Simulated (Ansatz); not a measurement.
## Counterpoise correction, worked out

The pair of H₂ (SMILES [H][H], atoms 1–2) and F₂ (SMILES FF, atoms 3–4), both closed shells, in one local arrangement (a lower one may exist), relaxed at PBE0-D4/def2-TZVP:

| atom | x (Å) | y (Å) | z (Å) |
| --- | --- | --- | --- |
| H1 | 0.0376 | 0.0380 | -1.3036 |
| H2 | -0.1342 | -0.1341 | -2.0090 |
| F3 | -0.4206 | -0.4222 | 1.8358 |
| F4 | 0.5172 | 0.5183 | 1.4768 |

Computed with Ansatz 0.2.0 (basis: def2-TZVPPD); correlated methods freeze the cores.

CCSD(T) total energies in eV:

| system | geometry | basis functions | energy |
| --- | --- | --- | --- |
| pair | pair | all | -5455.39239 |
| H₂ | as in the pair | all (partner as ghosts) | -31.90462 |
| F₂ | as in the pair | all (partner as ghosts) | -5423.48188 |
| H₂ | as in the pair | its own | -31.90433 |
| F₂ | as in the pair | its own | -5423.47740 |
| H₂ | free (PBE0-D4 minimum) | its own | -31.90433 |
| F₂ | free (PBE0-D4 minimum) | its own | -5423.47723 |

Task: Work out the interaction energy with and without the counterpoise correction, the superposition error, and the binding energy from the relaxed fragments.

Result: Without correction: -5455.39239 − (-31.90433) − (-5423.47740) = -0.01066 eV.
With correction (each fragment in the whole basis): -5455.39239 − (-31.90462) − (-5423.48188) = -0.00589 eV = -0.14 kcal/mol.
The superposition error is the difference, 0.00477 eV: each fragment borrows its partner's functions.
Deformation from the free shapes: 0.00000 eV for H₂ and -0.00017 eV for F₂ (a small negative value is possible, since the free shapes are minima of another method).
Binding energy from relaxed fragments: -0.00589 + 0.00000 + (-0.00017) = -0.00606 eV = -0.14 kcal/mol (electronic, without zero-point energy; negative means bound). For comparison, the corrected interaction energy by CCSD(T) at an estimated basis limit (MP2 extrapolated from triple and quadruple zeta, plus CCSD(T) − MP2 in triple zeta) is -0.007 eV.

T1 diagnostic: at most 0.013. The restricted Hartree–Fock reference is unstable towards an unrestricted one at one or more of these structures.

For scale, one of the runs: CCSD(T)/def2-TZVPPD, 114 basis functions, launched by `ansatz run in.yaml --threads 2 --pin off --events-out ev --progress --plain --max-ram 5222MiB`. The run took about 3.7 s on 2 CPU threads of an Arm Neoverse V2 (shared host).
